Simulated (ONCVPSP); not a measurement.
**Pseudopotential generation for Mn (Z = 25): ONCV, LDA (Perdew-Zunger), scalar-relativistic.**

ONCVPSP 4.0.1 was run on this input:

```
# ATOM AND REFERENCE CONFIGURATION
# atsym  z   nc   nv     iexc    psfile
  Mn 25.00    3    4        3      upf
#
#   n    l    f
    1    0    2.00
    2    0    2.00
    2    1    6.00
    3    0    2.00
    3    1    6.00
    3    2    5.00
    4    0    2.00
#
# PSEUDOPOTENTIAL AND OPTIMIZATION
# lmax
    2
#
#   l,   rc,      ep,       ncon, nbas, qcut
    0    1.35    0.00    4    9    7.20
    1    1.00    0.00    4    7    7.30
    2    1.50    0.00    4    9    8.90
#
# LOCAL POTENTIAL
# lloc, lpopt,  rc(5),   dvloc0
    4    5    0.90    3.00
#
# VANDERBILT-KLEINMAN-BYLANDER PROJECTORs
# l, nproj, debl
    0    3    3.30
    1    3    4.00
    2    2    0.90
#
# MODEL CORE CHARGE
# icmod, fcfact, rcfact
    0    0.00    0.00
#
# LOG DERIVATIVE ANALYSIS
# epsh1, epsh2, depsh
   -5.00    5.00    0.04
#
# OUTPUT GRID
# rlmax, drl
    6.00    0.01
#
# TEST CONFIGURATIONS
# ncnf
    4
# nvcnf
#   n    l    f
    4
    3    0    2.00
    3    1    6.00
    3    2    5.00
    4    0    1.00
#
    4
    3    0    2.00
    3    1    6.00
    3    2    5.00
    4    0    0.00
#
    4
    3    0    2.00
    3    1    6.00
    3    2    4.00
    4    0    0.00
#
    5
    3    0    2.00
    3    1    6.00
    3    2    5.00
    4    0    0.00
    4    1    2.00
#
```

Command:

```bash
oncvpsp.x < Mn.dat > Mn.out
```

Output (shortened: citation, most of the input echo, consistency checks and plot data are left out):

```
ONCVPSP  (Optimized Norm-Conservinng Vanderbilt PSeudopotential)
scalar-relativistic version 4.0.1

#   n    l    f        energy (Ha)
    1    0    2.00    -2.3573326E+02
    2    0    2.00    -2.7275810E+01
    2    1    6.00    -2.3143870E+01
    3    0    2.00    -3.1385287E+00
    3    1    6.00    -2.0023251E+00
    3    2    5.00    -2.5750789E-01
    4    0    2.00    -1.9438776E-01

Reference configufation results
  iterations    29
  all-electron total energy (Ha)   -1.15613811D+03

Begin loop to  construct optimized pseudo wave functions
and semi-local pseudopoentials for all angular momenta

   Wellstate for l =  0  n =  6
     eigenvalue =   3.1056
     asymptotic potential =   3.6056
     half-point radius =  3.3743

Calculating optimized projector #   1

 for l=   0

    Fraction of norm inside rc  0.925108
    Optimizing pswf for qcut=   7.19 a_B^-1,  ecut=  25.87 Ha
    Residual kinetic energy error=  1.21D-04 Ha

    Energy error per electron        Cutoff
         Ha          eV             Ha
         0.01000     0.27211        8.36
         0.00100     0.02721       20.08
         0.00010     0.00272       27.71
         0.00001     0.00027      124.93

Calculating optimized projector #   2

 for l=   0

    Fraction of norm inside rc  0.037740
    Optimizing pswf for qcut=   7.19 a_B^-1,  ecut=  25.87 Ha
    Residual kinetic energy error=  6.19D-05 Ha

    Energy error per electron        Cutoff
         Ha          eV             Ha
         0.01000     0.27211        6.17
         0.00100     0.02721       16.90
         0.00010     0.00272       24.48
         0.00001     0.00027       62.06

Calculating optimized projector #   3

 for l=   0

    Fraction of norm inside rc  0.064021
    Optimizing pswf for qcut=   7.19 a_B^-1,  ecut=  25.87 Ha
    Residual kinetic energy error=  4.75D-04 Ha

    Energy error per electron        Cutoff
         Ha          eV             Ha
         0.01000     0.27211        9.56
         0.00100     0.02721       23.49
         0.00010     0.00272       38.96
         0.00001     0.00027       78.00

   Wellstate for l =  1  n =  5
     eigenvalue =   1.9977
     asymptotic potential =   2.4977
     half-point radius =  3.0110

   Wellstate for l =  1  n =  6
     eigenvalue =   5.9977
     asymptotic potential =   6.4977
     half-point radius =  2.5167

Calculating optimized projector #   1

 for l=   1

    Fraction of norm inside rc  0.656187
    Optimizing pswf for qcut=   7.32 a_B^-1,  ecut=  26.77 Ha
    Residual kinetic energy error=  1.48D-03 Ha

    Energy error per electron        Cutoff
         Ha          eV             Ha
         0.01000     0.27211       21.94
         0.00100     0.02721       27.81
         0.00010     0.00272       53.92
         0.00001     0.00027      134.70

Calculating optimized projector #   2

 for l=   1

    Fraction of norm inside rc  0.045617
    Optimizing pswf for qcut=   7.32 a_B^-1,  ecut=  26.77 Ha
    Residual kinetic energy error=  6.77D-04 Ha

    Energy error per electron        Cutoff
         Ha          eV             Ha
         0.01000     0.27211       19.24
         0.00100     0.02721       25.74
         0.00010     0.00272       43.91
         0.00001     0.00027       92.36

Calculating optimized projector #   3

 for l=   1

    Fraction of norm inside rc  0.037738
    Optimizing pswf for qcut=   7.32 a_B^-1,  ecut=  26.77 Ha
    Residual kinetic energy error=  2.22D-03 Ha

    Energy error per electron        Cutoff
         Ha          eV             Ha
         0.01000     0.27211       22.22
         0.00100     0.02721       29.22
         0.00010     0.00272       54.63
         0.00001     0.00027      162.69

   Wellstate for l =  2  n =  4
     eigenvalue =   0.6425
     asymptotic potential =   1.1425
     half-point radius =  3.7696

Calculating optimized projector #   1

 for l=   2

    Fraction of norm inside rc  0.737039
    Optimizing pswf for qcut=   8.91 a_B^-1,  ecut=  39.68 Ha
    Residual kinetic energy error=  1.63D-04 Ha

    Energy error per electron        Cutoff
         Ha          eV             Ha
         0.01000     0.27211       30.26
         0.00100     0.02721       35.57
         0.00010     0.00272       48.38
         0.00001     0.00027      135.45

Calculating optimized projector #   2

 for l=   2

    Fraction of norm inside rc  0.117302
    Optimizing pswf for qcut=   8.91 a_B^-1,  ecut=  39.68 Ha
    Residual kinetic energy error=  1.38D-04 Ha

    Energy error per electron        Cutoff
         Ha          eV             Ha
         0.01000     0.27211       28.83
         0.00100     0.02721       35.16
         0.00010     0.00272       40.74
         0.00001     0.00027       81.06

Construct Vanderbilt / Kleinmman-Bylander projectors

B matrix Hermiticity error, ll=   0
   1   2    2.5764E-04
   1   3    6.1436E-04
   2   3   -1.0457E-04

  Orthonormal projector coefficients  1.7025E+01  5.9483E+00  1.4804E+00

B matrix Hermiticity error, ll=   1
   1   2   -4.6331E-04
   1   3    8.9448E-04
   2   3    1.7922E-04

  Orthonormal projector coefficients  1.3537E+01  4.2674E+00  4.8179E-01

B matrix Hermiticity error, ll=   2
   1   2    8.2979E-05

  Orthonormal projector coefficients -5.4653E+00 -2.2380E+00

Pseudoatom total energy -102.814393

Diagnostic tests using Vanderbilt-Kleinman-Bylander pseudopotentials
  1 or more projectors used as specified by nproj input data

   l    rcore       rmatch      e in        delta e   norm test  slope test

   0   1.3510647   1.3920860  -3.1385287   0.0000022   1.0001680   1.0001620
   0   1.3510647   1.3920860  -0.1943878   0.0000049   1.0000467   1.0000391
   0   1.3510647   1.3920860   3.1056122   0.0001122   1.0003158   1.0003158

   1   1.0017910   1.0322075  -2.0023251  -0.0000149   1.0001569   1.0002129
   1   1.0017910   1.0322075   1.9976748   0.0000978   1.0004508   1.0004508
   1   1.0017910   1.0322075   5.9976748   0.0003928   1.0005779   1.0005779

   2   1.5046650   1.5503498  -0.2575079  -0.0000030   1.0000881   1.0000934
   2   1.5046650   1.5503498   0.6424921   0.0000006   1.0001963   1.0001963

 Testing for bound ghosts
   n   l    E NL Schr. Eq   E Basis Diag.   E Cutoff

   1   0       -3.138526       -3.138523    245.90
   2   0       -0.194383       -0.046355    245.90

   2   1       -2.002340       -2.000302    301.17

   3   2       -0.257511       -0.253870    195.77

 Testing for highly-localized positive-energy ghosts
       l    <radius>/rc     E Basis Diag.   E Cutoff

       0        0.964315       23.355154    245.90  WARNING - GHOST(+)

Test configuration 0

   n   l     f        eae           eps        diff
   1   0  2.0000 -235.73326158
   2   0  2.0000  -27.27581019
   2   1  6.0000  -23.14386960
   3   0  2.0000   -3.13852867   -3.13852644    2.23D-06
   3   1  6.0000   -2.00232515   -2.00234002   -1.49D-05
   3   2  5.0000   -0.25750789   -0.25751091   -3.03D-06
   4   0  2.0000   -0.19438776   -0.19438288    4.88D-06

    Total energies and differences
      AE_ref= -1.15613811D+03  AE_tst= -1.15613811D+03  dif=  0.00D+00
      PS_ref= -1.02814393D+02  PS_tst= -1.02814393D+02  dif=  4.26D-14
      PSP excitation error= -4.26D-14

Test configuration 1

   n   l     f        eae           eps        diff
   1   0  2.0000 -236.04093466
   2   0  2.0000  -27.57682049
   2   1  6.0000  -23.44546164
   3   0  2.0000   -3.44366044   -3.44417905   -5.19D-04
   3   1  6.0000   -2.30776242   -2.30804842   -2.86D-04
   3   2  5.0000   -0.55906694   -0.55949966   -4.33D-04
   4   0  1.0000   -0.44726646   -0.44717297    9.35D-05

    Total energies and differences
      AE_ref= -1.15613811D+03  AE_tst= -1.15582008D+03  dif=  3.18D-01
      PS_ref= -1.02814393D+02  PS_tst= -1.02496389D+02  dif=  3.18D-01
      PSP excitation error=  1.57D-05

Test configuration 2

   n   l     f        eae           eps        diff
   1   0  2.0000 -236.39950591
   2   0  2.0000  -27.92518938
   2   1  6.0000  -23.79471568
   3   0  2.0000   -3.79650862   -3.79809498   -1.59D-03
   3   1  6.0000   -2.66063422   -2.66153154   -8.97D-04
   3   2  5.0000   -0.90473521   -0.90590586   -1.17D-03

    Total energies and differences
      AE_ref= -1.15613811D+03  AE_tst= -1.15523662D+03  dif=  9.01D-01
      PS_ref= -1.02814393D+02  PS_tst= -1.01913042D+02  dif=  9.01D-01
      PSP excitation error=  1.36D-04

Test configuration 3

   n   l     f        eae           eps        diff
   1   0  2.0000 -237.09177300
   2   0  2.0000  -28.64168656
   2   1  6.0000  -24.50892925
   3   0  2.0000   -4.46143441   -4.46216159   -7.27D-04
   3   1  6.0000   -3.31618334   -3.31552705    6.56D-04
   3   2  4.0000   -1.52462764   -1.52037893    4.25D-03

    Total energies and differences
      AE_ref= -1.15613811D+03  AE_tst= -1.15403083D+03  dif=  2.11D+00
      PS_ref= -1.02814393D+02  PS_tst= -1.00708042D+02  dif=  2.11D+00
      PSP excitation error=  9.28D-04

Test configuration 4

   n   l     f        eae           eps        diff
   1   0  2.0000 -235.84511573
   2   0  2.0000  -27.38199560
   2   1  6.0000  -23.25028973
   3   0  2.0000   -3.24998142   -3.25093807   -9.57D-04
   3   1  6.0000   -2.11381511   -2.11438140   -5.66D-04
   3   2  5.0000   -0.36412114   -0.36463723   -5.16D-04
   4   1  2.0000   -0.10412073   -0.10409685    2.39D-05

    Total energies and differences
      AE_ref= -1.15613811D+03  AE_tst= -1.15584112D+03  dif=  2.97D-01
      PS_ref= -1.02814393D+02  PS_tst= -1.02517424D+02  dif=  2.97D-01
      PSP excitation error=  1.79D-05
```

The run took about 3.6 s on one core of a shared server CPU.
